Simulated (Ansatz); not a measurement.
`OBCS[SiH3]`. The species carries charge 0 and has multiplicity 1.

Z-matrix (Å, degrees):
```
C
B 1 1.570
S 1 1.828 2 108.3
H 1 1.092 2 111.6 3 -121.9
H 1 1.096 2 109.2 3 118.1
O 2 1.351 1 118.2 3 131.5
H 2 1.202 1 121.4 3 -49.0
Si 3 2.124 1 98.7 2 -177.5
H 6 0.960 2 113.4 1 179.2
H 8 1.488 3 111.1 1 60.1
H 8 1.484 3 106.8 1 -179.8
H 8 1.488 3 110.8 1 -59.9
```

(1) Give the diagnostics of a CCSD(T)/def2-TZVPP run (frozen core, Ansatz). (An estimate is asked.)

## Answers

(1) The calculation gave: T1 = 0.0124, largest single amplitude 0.027, largest double 0.019, (T) share of the correlation energy 3.9 %, 10 CCSD cycles. The RHF solution is stable towards an unrestricted one. T1 lies under the customary mark of 0.02 for closed shells.
